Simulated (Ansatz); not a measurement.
```yaml
crystal:
  periodic: [false, false, false]
  atoms:
    - {symbol: C, position_ang: [-0.754252, -3.076698, -0.394127]}
    - {symbol: C, position_ang: [-0.549640, -1.642324, -0.847036]}
    - {symbol: Sb, position_ang: [0.957207, -0.583510, 0.317962]}
    - {symbol: Si, position_ang: [-0.534772, -0.470494, 2.405481]}
    - {symbol: C, position_ang: [0.369307, 1.413975, -0.367348]}
    - {symbol: C, position_ang: [0.730617, 1.575237, -1.833407]}
    - {symbol: C, position_ang: [1.011294, 2.484296, 0.496367]}
    - {symbol: H, position_ang: [0.176830, -3.648393, -0.432231]}
    - {symbol: H, position_ang: [-1.124734, -3.128144, 0.632936]}
    - {symbol: H, position_ang: [-1.480818, -3.593013, -1.028989]}
    - {symbol: H, position_ang: [-0.204836, -1.607765, -1.883383]}
    - {symbol: H, position_ang: [-1.476579, -1.067027, -0.788817]}
    - {symbol: H, position_ang: [-0.671781, -1.809176, 3.042902]}
    - {symbol: H, position_ang: [0.036861, 0.459168, 3.418664]}
    - {symbol: H, position_ang: [-1.899628, 0.014623, 2.046922]}
    - {symbol: H, position_ang: [-0.718325, 1.452127, -0.253307]}
    - {symbol: H, position_ang: [1.810118, 1.484642, -1.989810]}
    - {symbol: H, position_ang: [0.238346, 0.832225, -2.465556]}
    - {symbol: H, position_ang: [0.431293, 2.565238, -2.197347]}
    - {symbol: H, position_ang: [0.719187, 2.400787, 1.546165]}
    - {symbol: H, position_ang: [0.721564, 3.483603, 0.151287]}
    - {symbol: H, position_ang: [2.103441, 2.430626, 0.451377]}
basis:
  gaussian: {orbitals: x2c-TZVPPall}
magnetization: {spin_polarized: true, initial_magnetization: 2}
hamiltonian: {xc: {name: B97M-V}}
scf: {lower_state_search: light}
```

```sh
$ ansatz run in.yaml --threads 4 --pin off --events-out ev --progress --plain --max-ram 66560MiB --backend cuda --devices 0, --max-vram 37GiB
```

It prints (some lines left out):

```
Functional definition: B97M-V
2570 factors; their error is unknown
mean field evaluation 1: about -189622.1186 eV, gradient 6.8e1 eV
mean field evaluation 2: about -189544.6967 eV, gradient 1.3e2 eV
mean field evaluation 4: about -189643.2230 eV, gradient 2.2e1 eV
mean field evaluation 8: about -189646.3517 eV, gradient 6.8e-1 eV
mean field evaluation 16: about -189646.3048 eV, gradient 3.9e-2 eV
mean field evaluation 32: about -189646.3048 eV, gradient 6.1e-5 eV
mean field -189646.30477149 eV, -6969.3731534698 hartree, gradient 7.7e-6 eV, S^2 2.006021; 6 other end points of the search recorded, 0 dependent functions left out
reference -189646.30485778 eV, -6969.3731566409 hartree; 56, 54 occupied and 411, 413 virtual orbitals, 2570 factors
Total energy: -189646.30485778 eV, -6969.3731566409 hartree
Relativity: scalar
```

Run time 52 s (4 threads of an AMD EPYC 7R13 on a shared host and a share of an NVIDIA H100 80 GB); peak host memory 1.5 GiB.
